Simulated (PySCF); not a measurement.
H₂O₂, charge +1, doublet, at a GFN2-xTB geometry (a state made from the parent by changing its charge; the spin is typed, not shown lowest); CCSD(T)/6-31G** in PySCF.

PySCF was given this input:
```python
from pyscf import gto, scf, cc

mol = gto.Mole()
mol.atom = '''
    O     0.000290    0.645224   -0.012142
    O    -0.000290   -0.645224    0.012142
    H     0.943111    0.994035   -0.033962
    H    -0.943111   -0.994035    0.033962
'''
mol.basis = '6-31g**'
mol.charge = 1
mol.spin = 1
mol.verbose = 4
mol.cart = True
mol.build()

mf = scf.UHF(mol)
mf.kernel()

mycc = cc.CCSD(mf)
mycc.kernel()
et = mycc.ccsd_t()
print('E(CCSD(T)) = %.10f' % (mycc.e_tot + et))
```

**Question.** Write the output that PySCF gives for this input, abridged.

**Answer.** 
```
PySCF version 2.14.0

[INPUT] verbose = 4
[INPUT] num. atoms = 4
[INPUT] num. electrons = 17
[INPUT] charge = 1
[INPUT] spin (= nelec alpha-beta = 2S) = 1
[INPUT] symmetry False subgroup None
[INPUT] Mole.unit = angstrom
[INPUT] Cartesian GTO integrals (6d 10f)
[INPUT] Symbol           X                Y                Z      unit          X                Y                Z       unit  Magmom
[INPUT]  1 O      0.000290000000   0.645224000000  -0.012142000000 AA    0.000548020576   1.219296648996  -0.022945054604 Bohr   0.0
[INPUT]  2 O     -0.000290000000  -0.645224000000   0.012142000000 AA   -0.000548020576  -1.219296648996   0.022945054604 Bohr   0.0
[INPUT]  3 H      0.943111000000   0.994035000000  -0.033962000000 AA    1.782221495065   1.878453908232  -0.064178878642 Bohr   0.0
[INPUT]  4 H     -0.943111000000  -0.994035000000   0.033962000000 AA   -1.782221495065  -1.878453908232   0.064178878642 Bohr   0.0

nuclear repulsion = 39.3287381454512
number of shells = 18
number of NR pGTOs = 70
number of NR cGTOs = 40
basis = 6-31g**
ecp = {}

******** <class 'pyscf.scf.uhf.UHF'> ********
method = UHF
initial guess = minao
damping factor = 0
level_shift factor = 0
DIIS = <class 'pyscf.scf.diis.CDIIS'>
diis_start_cycle = 1
diis_space = 8
diis_damp = 0
SCF conv_tol = 1e-09
SCF conv_tol_grad = None
SCF max_cycles = 50
direct_scf = True
direct_scf_tol = 1e-13
number electrons alpha = 9  beta = 8
Set gradient conv threshold to 3.16228e-05
init E= -150.883863010436

cycle= 1 E= -150.350707567839  delta_E= 0.533  |g|= 0.384  |ddm|= 1.33
cycle= 2 E= -150.411742501693  delta_E= -0.061  |g|= 0.136  |ddm|= 0.336
cycle= 3 E= -150.418588315634  delta_E= -0.00685  |g|= 0.0315  |ddm|= 0.0826
cycle= 4 E= -150.419312770121  delta_E= -0.000724  |g|= 0.0102  |ddm|= 0.0334
cycle= 5 E= -150.419420294007  delta_E= -0.000108  |g|= 0.00338  |ddm|= 0.0136
cycle= 6 E= -150.419436425945  delta_E= -1.61e-05  |g|= 0.00128  |ddm|= 0.00546
cycle= 7 E= -150.419439452316  delta_E= -3.03e-06  |g|= 0.000381  |ddm|= 0.00266
cycle= 8 E= -150.419439725732  delta_E= -2.73e-07  |g|= 6.81e-05  |ddm|= 0.000961
cycle= 9 E= -150.419439731777  delta_E= -6.04e-09  |g|= 1.45e-05  |ddm|= 0.00014
cycle= 10 E= -150.419439731991  delta_E= -2.14e-10  |g|= 2.57e-06  |ddm|= 2.45e-05
Extra cycle  E= -150.419439731996  delta_E= -5.29e-12  |g|= 1.2e-06  |ddm|= 2.25e-06
converged SCF energy = -150.419439731996  <S^2> = 0.76697756  2S+1 = 2.0169061

******** <class 'pyscf.cc.uccsd.UCCSD'> ********
CC2 = 0
CCSD nocc = (np.int64(9), np.int64(8)), nmo = (40, 40)
max_cycle = 50
direct = 0
conv_tol = 1e-07
conv_tol_normt = 1e-06
diis_space = 6
diis_start_cycle = 0
diis_start_energy_diff = 1e+09
Init t2, MP2 energy = -0.364277102769725
Init E_corr(UCCSD) = -0.364277102770643
cycle = 1  E_corr(UCCSD) = -0.362106983652107  dE = 0.00217011912  norm(t1,t2) = 0.0656644
cycle = 2  E_corr(UCCSD) = -0.372653357323847  dE = -0.0105463737  norm(t1,t2) = 0.0199567
cycle = 3  E_corr(UCCSD) = -0.373883281601114  dE = -0.00122992428  norm(t1,t2) = 0.008921
cycle = 4  E_corr(UCCSD) = -0.375242849798797  dE = -0.0013595682  norm(t1,t2) = 0.00333716
cycle = 5  E_corr(UCCSD) = -0.375155496954476  dE = 8.73528443e-05  norm(t1,t2) = 0.000989638
cycle = 6  E_corr(UCCSD) = -0.375136129780063  dE = 1.93671744e-05  norm(t1,t2) = 0.000247541
cycle = 7  E_corr(UCCSD) = -0.375146495316441  dE = -1.03655364e-05  norm(t1,t2) = 0.000105283
cycle = 8  E_corr(UCCSD) = -0.3751464355481  dE = 5.97683406e-08  norm(t1,t2) = 3.27677e-05
cycle = 9  E_corr(UCCSD) = -0.375145723115571  dE = 7.12432529e-07  norm(t1,t2) = 1.26838e-05
cycle = 10  E_corr(UCCSD) = -0.375145698796195  dE = 2.43193756e-08  norm(t1,t2) = 3.37451e-06
cycle = 11  E_corr(UCCSD) = -0.37514567373818  dE = 2.5058015e-08  norm(t1,t2) = 1.22122e-06
cycle = 12  E_corr(UCCSD) = -0.375145661667045  dE = 1.20711349e-08  norm(t1,t2) = 4.62586e-07
UCCSD converged
E(UCCSD) = -150.7945853936632  E_corr = -0.3751456616670452
UCCSD(T) correction = -0.00971224031710654
E(CCSD(T)) = -150.8042976340
```
